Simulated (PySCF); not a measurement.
A structure optimised at TPSSh-D3(BJ)/def2-SVP, used in a PySCF frequency run:

```
S
O 1 1.4451
O 1 1.5050 2 118.25
O 1 1.5050 2 118.25 3 120.79
O 1 1.6160 2 104.87 3 -119.61
H 5 0.9771 1 108.97 2 180.00
```
Charge 0, spin multiplicity 2.

### Question
Write its SMILES, formula and point group.

### Answer
[O]S(=O)(=O)O, HO4S, Cs

### Question
What are its rotational constants (standard atomic weights)?

### Answer
5.3695, 5.0663, 4.6432 GHz
